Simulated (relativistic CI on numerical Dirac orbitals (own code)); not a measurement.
## Slater and spin-orbit integrals, Ho XXVII

Calculated at this level of theory: Dirac-Coulomb-Breit CI, orbitals from a KLI potential per configuration, a model potential for QED, unscaled Slater integrals (own radial code, finite nucleus).

Slater integrals F^k, G^k are unscaled and averaged over j, outside the closed core [Ar] 3d10; ζ comes from projecting the Hamiltonian with its Breit term on Σ l·s of the shell.

- 4s2.4p6.4d5: F^2(4d,4d) = 198010, F^4(4d,4d) = 134600, ζ(4d) = 31997 cm⁻¹; <r>(4d) = 0.5093, <r^2>(4d) = 0.2964 (bohr units).
- 4s2.4p5.4d6: ζ(4p) = 265170, F^2(4d,4d) = 197980, F^4(4d,4d) = 134570, F^2(4p,4d) = 200770, G^1(4p,4d) = 251180, G^3(4p,4d) = 160240, ζ(4d) = 31869 cm⁻¹; <r>(4p) = 0.4997, <r^2>(4p) = 0.2823, <r>(4d) = 0.5094, <r^2>(4d) = 0.2965 (bohr units).
- 4s2.4p6.4d4.4f: F^2(4d,4d) = 197920, F^4(4d,4d) = 134530, ζ(4d) = 31982, F^2(4d,4f) = 197390, F^4(4d,4f) = 129040, G^1(4d,4f) = 211240, G^3(4d,4f) = 143440, G^5(4d,4f) = 104760, ζ(4f) = 4667.4 cm⁻¹; <r>(4d) = 0.5097, <r^2>(4d) = 0.2968, <r>(4f) = 0.4932, <r^2>(4f) = 0.2773 (bohr units).

Task: Give the Racah parameters of the d shell in 4s2.4p6.4d5.

Result: B = F²/49 − 5F⁴/441 = 2515 cm⁻¹ and C = 35F⁴/441 = 10683 cm⁻¹.

Averages of the first 9 configurations, taken without configuration mixing, which lowers the lowest level and can move excited configurations by several eV; other configurations of the list can lie among them:

| Configuration | Parity | States | Average energy above the lowest level (eV) |
| --- | --- | --- | --- |
| 4s2.4p6.4d5 | even | 252 | 24.1 |
| 4s2.4p5.4d6 | odd | 1260 | 187.7 |
| 4s2.4p6.4d4.4f | odd | 2940 | 192.5 |
| 4s.4p6.4d5.4f | odd | 7056 | 477.2 |
| 4p6.4d7 | even | 120 | 601.0 |
| 4p5.4d8 | odd | 270 | 761.9 |
| 4s2.4p6.4d3.5s2 | even | 120 | 615.3 |
| 4s2.4p6.4d2.4f.5s2 | odd | 630 | 784.0 |
| 4s.4p6.4d3.4f.5s2 | odd | 3360 | 1069.6 |
